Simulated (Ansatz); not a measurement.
This geometry of AlAsBrH3S (7 atoms, charge 0, multiplicity 1) is a first-order saddle point.

Theory: Ansatz, RKS r2SCAN/def2-SVP.

```xyz
7
Properties=species:S:1:pos:R:3
S -1.252 1.743 -1.043
Al -0.480 -0.182 -0.366
As 1.353 -0.208 1.006
Br -1.408 -2.150 -0.958
H -2.249 1.151 -1.739
H 2.074 0.994 1.500
H 2.023 -1.416 1.554
```

Question: Which two structures does it join? (They come from a converged band through this point; their orientation in space is the band's.)

Answer: No bond is made or broken. The height of As3 over the plane of its neighbours goes from 0.97 to -0.97 Å. The two ends are copies of one structure, up to a mirror image or an exchange of like atoms.

Image 0:

```xyz
7
Properties=species:S:1:pos:R:3
S -1.380 1.691 -0.570
Al -0.286 -0.191 -0.365
As 2.045 -0.204 0.272
Br -1.355 -2.112 -0.918
H -2.501 1.098 -1.043
H 1.785 0.926 1.263
H 1.754 -1.277 1.315
```

Image 8:

```xyz
7
Properties=species:S:1:pos:R:3
S -1.151 1.679 -0.964
Al -0.455 -0.191 -0.069
As 1.290 -0.191 1.602
Br -1.517 -2.111 -0.635
H -2.147 1.085 -1.662
H 2.011 0.932 0.862
H 2.031 -1.272 0.820
```

Question: How far does it lie above each of them?

Answer: 80.0 kJ/mol above the first and 80.0 kJ/mol above the second. This is the barrier of this one path; another mechanism may lie lower.

Time of the run: 3.3 min on 2 threads of Arm Neoverse V1, on a shared host, peak memory 0.2 GiB.
